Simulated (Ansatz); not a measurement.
Basis-set extrapolation for C2H3BF2O2, SMILES `CC(=O)OB(F)F` (PBE0-D4/def2-TZVP geometry, frozen core, Ansatz 0.2.0). Multiplicity 1, RHF reference.

```csv
,def2-TZVPP,def2-QZVPP
HF,-451.168963,-451.189405
MP2 correlation,-1.363885,-1.476859
CCSD(T) correlation,-1.429723,not run
```

Energies in hartree. Use E(X) = E(∞) + A·exp(−7.88·√X) for Hartree–Fock and E(X) = E(∞) + B·X^(−2.97) for correlation, with X = 3 and 4, and add CCSD(T) minus MP2 of the smaller set to the MP2 limit.

Task: What is the CCSD(T) energy at the basis-set limit?

Result: HF limit: -451.189405 + (-0.020442) × 0.13774 = -451.19222. MP2 limit: -1.476859 + (-0.112974) × 0.74074 = -1.56054. Higher-order term: -1.429723 − (-1.363885) = -0.06584. Total: -452.81860 hartree, 577.4 kJ/mol below CCSD(T)/def2-TZVPP.
